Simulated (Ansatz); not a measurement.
`NB(Br)Br` + HCl → `ClB(Br)Br` + NH₃  (ligand exchange at a B–N bond)

Isolated molecules relaxed with PBE0-D4/def2-TZVP in Ansatz; ΔE leaves out vibrations. CCSD(T)/CBS adds triple-zeta CCSD(T) − MP2 to the extrapolated MP2 energy (def2 sets, frozen cores). This one scheme is used for every species. Functionals use def2-TZVPP. B3LYP here is the variant with VWN-RPA as its local correlation; programs differ in this. For Br outer-core shells are correlated without core-valence functions, which leaves a few kJ/mol of doubt a bond. Scalar relativity is left out up to krypton. One conformer a species, not always the lowest.

| level | ΔE (kJ/mol) |
| --- | --- |
| LDA (SPW92) | 56.8 |
| PBE-D4 | 46.4 |
| r2SCAN-D4 | 50.2 |
| BHLYP-D4 | 59.0 |
| B3LYP | 55.2 |
| r2SCANh | 51.7 |
| HF/def2-TZVPP | 65.2 |
| HF/def2-QZVPP | 65.3 |

(1) What does CCSD(T)/CBS give? (Best estimate.)

(2) What do rigid-rotor, harmonic-oscillator terms from PBE0-D4/def2-TZVP frequencies (298.15 K, 1 bar) make of the CCSD(T)/CBS value? (An estimate is asked.)

Largest T1 diagnostic among the species: 0.009.

Answers

(1) The calculation gave: +51.8 kJ/mol. The listed levels differ from it by 5.0, -5.4, -1.6, 7.2, 3.4, -0.1, 13.4, 13.5 kJ/mol.

(2) Computed: ΔZPE = +3.2 kJ/mol, ΔH = +55.8 kJ/mol, ΔS = 10 J/(mol·K), ΔG = +52.7 kJ/mol.

At CCSD(T), def2-SVP lies +5.8 kJ/mol from the extrapolated value and def2-TZVPP +2.2 kJ/mol. From BLYP to BHLYP (50 % exact exchange), in def2-TZVPP and without D4, ΔE moves by +10.5 kJ/mol.
